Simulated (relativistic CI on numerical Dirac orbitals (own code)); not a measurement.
## Ti4+ in a cubic cluster: L2,3 absorption with charge transfer

Computed with a charge-transfer multiplet model of a cubic metal-ligand cluster with up to 2 ligand holes, Slater and spin-orbit integrals from Dirac-Coulomb-Breit ions, Slater integrals scaled by 0.7. The ground state mixes d0 with configurations of k ligand holes L, whose averages lie at kΔ + k(k − 1)U_dd/2; a core hole lowers each added d electron by U_cd. 20 K, Lorentzian 0.4 eV and Gaussian 0.3 eV FWHM.

Atomic integrals in eV (Slater integrals scaled, ζ unscaled), ground: F2dd 5.756, F4dd 3.579, zeta_d 0.013; with the core hole: F2dd 5.756, F4dd 3.579, zeta_d 0.032, zeta_core 3.741, F2cd 4.433, G1cd 3.312, G3cd 1.881. Where a configuration has fewer than two d electrons, the dd integrals are those of d2.

Cluster parameters (eV): Δ = 0.3, U_cd = 5.1, 10Dq = 1.65, 10Dq(ligand) = 1.4, V(eg) = 2.45, V(t2g) = -1.22, final-state hopping factor = 1.

| Case | n_d | d0 | d1L | d2L2 | S |
| --- | --- | --- | --- | --- | --- |
| U_dd = 4.5 eV | 0.90 | 0.28 | 0.54 | 0.18 | 0.00 |
| U_dd = 5.2 eV | 0.88 | 0.29 | 0.55 | 0.16 | 0.00 |
| U_dd = 5.9 eV | 0.85 | 0.30 | 0.55 | 0.15 | 0.00 |

Weights, n_d and S are thermal averages at 20 K. Photon energies count from the first peak over 30 % of the highest in each spectrum, which can be another peak from case to case. The parameters are a model scan and need not match a compound or its usual spin state. Peaks in eV (height, largest 100):
- U_dd = 4.5 eV: 0.0 (53), 2.3 (90), 4.4 (23), 5.6 (56), 7.2 (48), 8.0 (100)
- U_dd = 5.2 eV: 0.0 (54), 2.3 (100), 4.8 (28), 5.6 (59), 7.4 (64), 8.1 (96)
- U_dd = 5.9 eV: 0.0 (51), 2.3 (100), 5.6 (53), 7.6 (79), 8.1 (74)

Curve for U_dd = 5.9 eV (points under 2 left out, the grid thinned):

E (eV), Intensity and a bar:
```
     -1.9        2.3 
     -1.6        3.9 #
     -1.3        4.4 #
     -1.0        6.8 ##
     -0.7        7.8 ##
     -0.4       15.8 #####
     -0.1       44.9 ###############
      0.2       37.6 #############
      0.4       18.4 ######
      0.7        9.3 ###
      1.0        7.8 ##
      1.3        7.7 ##
      1.6       12.0 ####
      1.9       29.8 ##########
      2.2       86.5 ##############################
      2.5       79.5 ############################
      2.8       30.7 ##########
      3.1       16.2 #####
      3.4       13.1 ####
      3.7       12.3 ####
      4.0       13.0 ####
      4.3       16.3 #####
      4.5       19.4 ######
      4.8       29.8 ##########
      5.1       37.0 ############
      5.4       46.6 ################
      5.7       51.7 ##################
      6.0       34.2 ###########
      6.3       25.6 ########
      6.6       27.0 #########
      6.9       35.6 ############
      7.2       55.8 ###################
      7.5       75.9 ##########################
      7.8       73.8 #########################
      8.1       73.9 ##########################
      8.4       55.0 ###################
      8.7       23.1 #######
      8.9       14.3 ####
      9.2        9.3 ###
      9.5        6.4 ##
      9.8        4.8 #
     10.1        3.7 #
     10.4        2.9 
     10.7        2.6 
     11.0        2.0
```

A d0 ion has no d-d gap: its lowest excitations are ligand-to-metal charge transfer. With the core hole the configuration with one ligand hole lies at Δ + U_dd − U_cd = -0.3, 0.4, 1.1 eV from the one without, in the order of the table; where this is negative the screened configuration lies lower, though the effective hopping of about 5.4 eV (from the holes of the mixed ground state) mixes the two strongly wherever it is as large as the gap.

With at most 2 ligand holes the space is cut while the next configuration still counts, so covalency is underestimated, and a final configuration with one more ligand hole, which can lie low, is missing from the spectra.
